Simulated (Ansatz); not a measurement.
Reaction (hydrogen abstraction from a B–H bond): `CN(C)BO` + `[CH3]`• → `CN(C)[B]O`• + CH₄

Program: Ansatz. Geometries: PBE0-D4/def2-TZVP. ΔE: electronic, gas phase. CBS: MP2 limit from def2 TZ/QZ plus the TZ coupled-cluster correction, frozen cores. This one scheme is used for every species. Functionals use def2-TZVPP. No spin–orbit coupling; open shells (•) take unrestricted orbitals. Each species was taken in one conformer, which may not be the lowest.

`CN(C)BO`:

Z-matrix (Å, degrees):
```
C
N 1 1.442
H 1 1.097 2 111.0
H 1 1.097 2 111.0 3 119.6
H 1 1.089 2 110.0 3 -120.2
C 2 1.439 1 114.4 3 -59.7
B 2 1.398 1 123.0 3 120.3
H 6 1.090 2 110.0 1 -180.0
H 6 1.097 2 111.3 1 -59.9
H 6 1.097 2 111.3 1 59.9
O 7 1.375 2 119.5 1 -0.0
H 7 1.202 2 119.4 1 180.0
H 11 0.957 7 112.1 2 -180.0
```

`[CH3]`•:

```xyz
4

C     0.000    0.000    0.000
H     0.790    0.180   -0.714
H    -1.033    0.077   -0.307
H     0.242   -0.257    1.021
```

`CN(C)[B]O`•:

Z-matrix (Å, degrees):
```
C
N 1 1.444
H 1 1.096 2 111.1
H 1 1.096 2 111.2 3 120.1
H 1 1.092 2 111.2 3 -119.9
C 2 1.443 1 113.8 3 -60.0
B 2 1.397 1 124.5 3 120.1
H 6 1.090 2 109.5 1 180.0
H 6 1.097 2 111.1 1 -60.0
H 6 1.097 2 111.1 1 60.0
O 7 1.353 2 129.0 1 0.0
H 11 0.965 7 116.2 2 0.1
```

CH₄:

```xyz
5

C     0.000    0.000    0.000
H    -0.774   -0.476   -0.602
H     0.981   -0.255   -0.401
H    -0.074   -0.350    1.029
H    -0.133    1.081   -0.027
```

Is it downhill or uphill in electronic energy at CCSD(T)/CBS, and by how much? (Best estimate.)

The calculation gave: Uphill: ΔE = +15.8 kJ/mol.

What do these levels give: PBE0-D4, r2SCANh-D4, ωB97M-V, PBE, r2SCAN0, BHLYP, RPA@PBE/def2-TZVPP, HF/def2-SVP, CCSD/def2-SVP, MP2/def2-TZVPP, SCS-MP2/def2-TZVPP, CCSD/def2-TZVPP? (An estimate is asked.)

The calculation gave: PBE0-D4 5.9, r2SCANh-D4 11.2, ωB97M-V 19.8, PBE -2.3, r2SCAN0 13.6, BHLYP 22.9, RPA@PBE/def2-TZVPP 18.1, HF/def2-SVP 31.6, CCSD/def2-SVP 17.1, MP2/def2-TZVPP 10.5, SCS-MP2/def2-TZVPP 17.0, CCSD/def2-TZVPP 19.9 kJ/mol.

Largest T1 diagnostic among the species: 0.013.

In def2-TZVPP, CCSD(T) changes the Hartree–Fock value by −15.8 kJ/mol (the triples alone add −3.1 kJ/mol) and MP2 by −22.1 kJ/mol. From r2SCAN to r2SCAN0 (25 % exact exchange), in def2-TZVPP and without D4, ΔE moves by +4.4 kJ/mol. Leaving LDA and LC-ωPBE aside and taking each functional with its dispersion term where it has one, the values, not all of them listed here, spread over 25.0 kJ/mol, from PBE-D4 to BHLYP-D4. LDA lies −10.3 kJ/mol from PBE without D4.
